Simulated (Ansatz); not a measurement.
Reaction (SMILES): [SiH] (SiH) → H atom + Si atom
B3LYP-D3(BJ)/def2-TZVP geometries, fixed; electronic energies without zero-point terms.
Largest species:
```
Si
H 1 1.5295
```
Charge 0, spin multiplicity 2.

Effect of a fitting basis named in the input at HF/def2-TZVPP with Ansatz (an electronic-structure program), against the last row, where the atomisation energy is 52.38 kcal/mol. Open shells are unrestricted. The default fits or decomposes integrals by the program's own choice; accuracy: high also tightens integrals, grids and stops.

| setting | largest shift of a total energy (mEh) | shift of the atomisation energy (kcal/mol) |
|---|---|---|
| fitting: def2-SV(P)-JKFIT | -0.016 | 0.003 |
| fitting: def2-universal-JKFIT | -0.016 | 0.003 |
| fitting: cc-pVTZ-JKFIT | 0.016 | -0.011 |
| fitting: cc-pVQZ-JKFIT | 0.017 | -0.012 |
| fitting: cc-pV5Z-JKFIT | 0.012 | -0.009 |
| accuracy: high | -0.006 | 0.000 |
| accuracy: medium (default) | 0.000 | 0.000 |

Within 0.02 kcal/mol in the atomisation energy: fitting: def2-SV(P)-JKFIT; fitting: def2-universal-JKFIT; fitting: cc-pVTZ-JKFIT; fitting: cc-pVQZ-JKFIT; fitting: cc-pV5Z-JKFIT; accuracy: high. The largest shift is 0.017 mEh in a total energy and 0.012 kcal/mol in the difference.
